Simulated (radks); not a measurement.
Ionisation of neutral mercury, [Hg], to [Xe] 4f14 5d10 6s1 as the strength of local exchange is varied. Method: scalar-relativistic Kohn-Sham, Slater X-alpha exchange (alpha = 2/3 is LDA exchange), no correlation, spin-polarised, spherical densities, point nucleus; computed with a radial shooting solver on a logarithmic mesh with Libxc functionals.

| alpha | E(Hg) (hartree) | exchange (hartree) | IE (eV) | -e of the level emptied (eV) | <r> of it (bohr) |
|---|---|---|---|---|---|
| 0.667 | -19603.7716 | -351.3172 | 9.627 | 6.033 (6s) | 2.724 |
| 0.809 | -19679.1519 | -427.8464 | 10.777 | 7.156 (6s) | 2.631 |
| 0.817 | -19683.4078 | -432.1760 | 10.844 | 7.221 (6s) | 2.626 |
| 0.845 | -19698.3112 | -447.3446 | 11.078 | 7.452 (6s) | 2.609 |
| 0.847 | -19699.3761 | -448.4290 | 11.094 | 7.469 (6s) | 2.607 |
| 0.997 | -19779.4227 | -530.0991 | 12.384 | 8.753 (6s) | 2.519 |
| 1.029 | -19796.5435 | -547.6094 | 12.667 | 9.036 (6s) | 2.502 |

NIST Atomic Spectra Database: 10.438 eV (measured). The Delta-SCF value meets it near alpha = 0.77.
